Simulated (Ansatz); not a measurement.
# A basis-limit estimate, worked out

An elementary step of SiNH$_{6}$OF, closed shell (SiNH₄F ([NH2][SiH2][F]) + H₂O → SiNH₅O ([NH2][SiH2][OH]) + HF; bonds formed: Si1–O7, F2–H6; bonds broken: Si1–F2, H6–O7). “Start” is the structure reached by relaxing down from the saddle towards the reactants; PBE0-D4/def2-TZVP structures. The saddle:

```
10
angstrom
Si -0.5063 -0.0329 -0.0646
F 1.0623 -1.1591 -0.5311
H -1.2662 -0.9873 -0.9032
H -1.4523 1.1225 0.0957
N -0.0814 -0.2804 1.5488
H 1.1852 -0.0714 -1.1565
O 0.6502 0.8966 -1.1425
H 0.5908 -0.9666 1.8425
H -0.4745 0.2709 2.2901
H 0.2921 1.2075 -1.9793
```

Ansatz 0.2.0; basis: def2-TZVPP and def2-QZVPP; cores frozen in the correlated methods.

Energies in eV:

| quantity | saddle | start |
| --- | --- | --- |
| Hartree–Fock, triple zeta (X = 3) | -14186.20729 | -14188.01524 |
| Hartree–Fock, quadruple zeta (X = 4) | -14186.76517 | -14188.59489 |
| MP2 correlation, X = 3 | -23.91299 | -23.30678 |
| MP2 correlation, X = 4 | -25.87401 | -25.25896 |
| CCSD(T) correlation, X = 3 | -25.38287 | -24.82675 |

(1) Work out the barrier at the basis limit: extrapolate Hartree–Fock as E(X) = E∞ + A exp(−7.88 √X) and the MP2 correlation as E(X) = E∞ + B X^−2.97 (the exponents that Neese and Valeev fitted for def2-TZVPP and QZVPP), then add CCSD(T) − MP2 in triple zeta.

T1 diagnostic: at most 0.012.

Results:

(1) Each step is linear, so take the differences first (saddle − start): Hartree–Fock 1.80795 (X = 3) and 1.82972 (X = 4); MP2 correlation -0.60621 and -0.61505; CCSD(T) correlation -0.55612.
Two points give E∞ = E(4) + w [E(4) − E(3)], with w = 1/(exp(7.88 (2 − √3)) − 1) = 0.1377 for Hartree–Fock and w = 1/((4/3)^2.97 − 1) = 0.7407 for the correlation.
Hartree–Fock: 1.82972 + 0.1377 × 0.02177 = 1.8327 eV.
MP2 correlation: -0.61505 + 0.7407 × (-0.00884) = -0.6216 eV.
CCSD(T) − MP2: -0.55612 − (-0.60621) = 0.0501 eV.
Sum: 1.8327 + (-0.6216) + 0.0501 = 1.2612 eV, or 29.08 kcal/mol. Plain CCSD(T) in triple zeta gives 1.2518 eV, so the larger basis shifts the result by 0.0094 eV.

The step is the kind of ligand exchange by which a precursor binds to a hydroxyl group, or is hydrolysed, in atomic layer deposition of oxides.

Labels in which every atom is bracketed show which atoms are joined, not bond orders.

For scale, one of the runs: CCSD(T)/def2-TZVPP, 219 basis functions, launched by `ansatz run in.yaml --threads 4 --pin off --events-out ev --progress --plain --max-ram 9574MiB`. Time: 2.3 min of wall clock on 4 CPU threads of an AMD EPYC; the host was shared. Peak host memory: 3.5 GiB.
